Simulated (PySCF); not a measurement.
Electron correlation in Pd (palladium, neutral)

[Kr] 4d10, closed-shell 1S. Calculation: PySCF 2.14, in def2-QZVPPD with the def2 core potential (28 electrons); a scalar-relativistic core potential. Frozen: 4s2 4p6; 10 electrons correlated.

| level | correlation energy (mhartree) |
| --- | --- |
| CCSD | -354.19 |
| (T) | -19.46 |
| CCSD(T) | -373.65 |

Diagnostics: T1 = 0.0058, D1 = 0.0082, largest double amplitude 0.017.

Cost of the coupled-cluster step: roughly 7 core-seconds, for 10 correlated electrons.
